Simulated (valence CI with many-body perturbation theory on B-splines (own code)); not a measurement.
**Energy levels of Mo29+**

Calculated by valence CI with perturbative core correlation (CI+MBPT): three valence electrons over a frozen Dirac-Fock core [Ne], radial functions for each j: 11 s, 11 p, 10 d, 8 f, 5 g, 2 h, with the one-electron correlation potential Σ1, the two-electron term Σ2, the three-electron term Σ3, Breit, model QED; selected CI, second order for the rest, scaled by the run's own slope (own B-spline code, finite nucleus).

The last digits are not significant, and no measured levels were compared; by estimate large intervals hold to a few tenths of a per cent, small ones and those within an open d or f shell to about a per cent.

Levels 1 to 45 of 154, with energies above the lowest level, 3s2.3p 2P°_1/2. "Leading %" is the weight of the configuration and term that name the level; weights of strongly mixed levels are sums over their largest components and can fall short. In the jj column 3d3/2^4 stands for four electrons in 3d with j = 3/2. Lifetimes count E1, E2, E3, M1 and M2 decay at the calculated energies, and are blank where another channel may lead or the interval is too uncertain; long ones can be off by a factor of two.

| No. | Configuration | Term | J | E (cm⁻¹) | Leading % | Lifetime | Leading jj | Second component |
| --- | --- | --- | --- | --- | --- | --- | --- | --- |
| 1 | 3s2.3p | 2P° | 1/2 | 0 | 98 |  | 3s^2 3p1/2 (98 %) |  |
| 2 | 3s2.3p | 2P° | 3/2 | 204080 | 98 | 13.1 μs | 3s^2 3p3/2 (98 %) |  |
| 3 | 3s.3p2 | 4P | 1/2 | 539870 | 83 | 384 ps | 3s 3p1/2^2 (82 %) | 14 % 3s.3p2 2S |
| 4 | 3s.3p2 | 4P | 3/2 | 668530 | 96 | 3.57 ns | 3s 3p1/2 3p3/2 (97 %) |  |
| 5 | 3s.3p2 | 4P | 5/2 | 724100 | 64 | 569 ps | 3s 3p1/2 3p3/2 (87 %) | 33 % 3s.3p2 2D |
| 6 | 3s.3p2 | 2D | 3/2 | 816910 | 74 | 44.1 ps | 3s 3p1/2 3p3/2 (78 %) | 12 % 3s2.3d 2D |
| 7 | 3s.3p2 | 2P | 1/2 | 891560 | 69 | 8.80 ps | 3s 3p1/2 3p3/2 (76 %) | 18 % 3s.3p2 2S |
| 8 | 3s.3p2 | 2D | 5/2 | 914310 | 52 | 258 ps | 3s 3p3/2^2 (80 %) | 34 % 3s.3p2 4P |
| 9 | 3s.3p2 | 2P | 3/2 | 1080800 | 54 | 6.58 ps | 3s^2 3d3/2 (44 %) | 44 % 3s2.3d 2D |
| 10 | 3s.3p2 | 2S | 1/2 | 1096700 | 67 | 11.9 ps | 3s 3p3/2^2 (90 %) | 26 % 3s.3p2 2P |
| 11 | 3s2.3d | 2D | 3/2 | 1151200 | 42 | 6.53 ps | 3s 3p3/2^2 (53 %) | 32 % 3s.3p2 2P |
| 12 | 3s2.3d | 2D | 5/2 | 1162300 | 83 | 10.1 ps | 3s^2 3d5/2 (83 %) | 14 % 3s.3p2 2D |
| 13 | 3p3 | 2D° | 3/2 | 1403100 | 31 | 22.2 ps | 3p1/2^2 3p3/2 (79 %) | 29 % 3p3 2P° |
| 14 | 3s.3p.3d | 4F° | 3/2 | 1500700 | 78 | 65.0 ps | 3s 3p1/2 3d3/2 (86 %) | 10 % 3s.3p.3d 2D° |
| 15 | 3s.3p.3d | 2D° | 5/2 | 1511400 | 34 | 212 ps | 3s 3p1/2 3d3/2 (53 %) | 33 % 3p3 2D° |
| 16 | 3p3 | 4S° | 3/2 | 1549600 | 51 | 12.2 ps | 3p1/2 3p3/2^2 (71 %) | 22 % 3p3 2D° |
| 17 | 3s.3p.3d | 4F° | 5/2 | 1557400 | 60 | 56.6 ps | 3s 3p1/2 3d5/2 (47 %) | 21 % 3p3 2D° |
| 18 | 3s.3p.3d | 4F° | 7/2 | 1606300 | 79 | 77.2 ps | 3s 3p1/2 3d5/2 (74 %) | 14 % 3s.3p.3d 4D° |
| 19 | 3s.3p.3d | 4D° | 3/2 | 1627800 | 56 | 9.50 ps | 3s 3p1/2 3d3/2 (60 %) | 29 % 3s.3p.3d 4P° |
| 20 | 3s.3p.3d | 4P° | 5/2 | 1630400 | 52 | 13.6 ps | 3s 3p1/2 3d5/2 (83 %) | 25 % 3s.3p.3d 4D° |
| 21 | 3s.3p.3d | 4D° | 1/2 | 1630500 | 81 | 8.04 ps | 3s 3p1/2 3d3/2 (83 %) | 10 % 3s.3p.3d 2P° |
| 22 | 3p3 | 2P° | 1/2 | 1669000 | 82 | 12.7 ps | 3p1/2 3p3/2^2 (82 %) | 16 % 3s.3p.3d 2P° |
| 23 | 3s.3p.3d | 2F° | 5/2 | 1730900 | 78 | 15.3 ps | 3s 3p1/2 3d5/2 (50 %) | 13 % 3p3 2D° |
| 24 | 3s.3p.3d | 4F° | 9/2 | 1734100 | 100 | 22.1 μs | 3s 3p3/2 3d5/2 (100 %) |  |
| 25 | 3s.3p.3d | 2D° | 3/2 | 1755100 | 42 | 8.68 ps | 3s 3p3/2 3d3/2 (41 %) | 17 % 3p3 2P° |
| 26 | 3s.3p.3d | 4D° | 5/2 | 1774700 | 62 | 8.89 ps | 3s 3p3/2 3d3/2 (81 %) | 15 % 3s.3p.3d 4P° |
| 27 | 3s.3p.3d | 4D° | 7/2 | 1776300 | 78 | 10.7 ps | 3s 3p3/2 3d5/2 (52 %) | 18 % 3s.3p.3d 4F° |
| 28 | 3s.3p.3d | 4P° | 1/2 | 1778400 | 90 | 11.4 ps | 3s 3p3/2 3d3/2 (96 %) | 10 % 3s.3p.3d 4D° |
| 29 | 3s.3p.3d | 4P° | 3/2 | 1780700 | 26 | 9.58 ps | 3s 3p3/2 3d3/2 (49 %) | 25 % 3s.3p.3d 2P° |
| 30 | 3s.3p.3d | 4P° | 3/2 | 1789500 | 35 | 13.7 ps | 3s 3p3/2 3d5/2 (35 %) | 16 % 3p3 2P° |
| 31 | 3s.3p.3d | 2D° | 5/2 | 1837300 | 55 | 12.0 ps | 3s 3p3/2 3d5/2 (88 %) | 28 % 3s.3p.3d 4P° |
| 32 | 3s.3p.3d | 2D° | 3/2 | 1902300 | 54 | 5.28 ps | 3s 3p3/2 3d3/2 (33 %) | 20 % 3s.3p.3d 2P° |
| 33 | 3s.3p.3d | 2F° | 7/2 | 1907500 | 98 | 14.0 ps | 3s 3p3/2 3d5/2 (67 %) |  |
| 34 | 3s.3p.3d | 2F° | 7/2 | 1984100 | 89 | 7.63 ps | 3s 3p3/2 3d5/2 (69 %) | 7 % 3s.3p.3d 4D° |
| 35 | 3s.3p.3d | 2F° | 5/2 | 1986500 | 84 | 5.38 ps | 3s 3p3/2 3d3/2 (84 %) | 10 % 3s.3p.3d 2D° |
| 36 | 3s.3p.3d | 2P° | 1/2 | 1990700 | 88 | 7.38 ps | 3s 3p3/2 3d5/2 (54 %) | 8 % 3s.3p.3d 4D° |
| 37 | 3s.3p.3d | 2P° | 1/2 | 2024000 | 83 | 4.89 ps | 3s 3p3/2 3d3/2 (52 %) | 14 % 3p3 2P° |
| 38 | 3s.3p.3d | 2P° | 3/2 | 2049400 | 80 | 5.89 ps | 3s 3p3/2 3d5/2 (83 %) | 12 % 3s.3p.3d 2D° |
| 39 | 3s.3p.3d | 2D° | 5/2 | 2057400 | 72 | 4.74 ps | 3s 3p3/2 3d5/2 (79 %) | 12 % 3s.3p.3d 2F° |
| 40 | 3s.3p.3d | 2P° | 3/2 | 2071700 | 24 | 4.17 ps | 3s 3p3/2 3d3/2 (36 %) | 18 % 3s.3p.3d 2D° |
| 41 | 3p2.3d | 4F | 3/2 | 2214800 | 55 | 19.7 ps | 3p1/2^2 3d3/2 (91 %) | 17 % 3p2.3d 2D |
| 42 | 3p2.3d | 4F | 5/2 | 2279800 | 36 | 19.2 ps | 3p1/2^2 3d5/2 (76 %) | 26 % 3p2.3d 4D |
| 43 | 3p2.3d | 2F | 5/2 | 2331600 | 59 | 26.6 ps | 3p1/2 3p3/2 3d3/2 (85 %) | 32 % 3p2.3d 4F |
| 44 | 3p2.3d | 2P | 3/2 | 2365600 | 43 | 12.5 ps | 3p1/2 3p3/2 3d3/2 (88 %) | 30 % 3p2.3d 4F |
| 45 | 3p2.3d | 2F | 7/2 | 2367400 | 48 | 24.0 ps | 3p1/2 3p3/2 3d3/2 (69 %) | 21 % 3p2.3d 4F |

Names give the largest LS component (configuration and term), which can be under half, so a name can repeat, a term be missing and a line seem to break the LS rules; names also repeat where a configuration has a term twice.

Where two levels of one J and parity lie close, their mixing, g and order are uncertain.

The ionisation energy to 3s2 1S_0 of the next ion comes out as 1601.5 eV (NIST: 1587 ± 8 eV (semi-empirical)). All 154 levels together are meant to be complete up to 6334000 cm⁻¹.
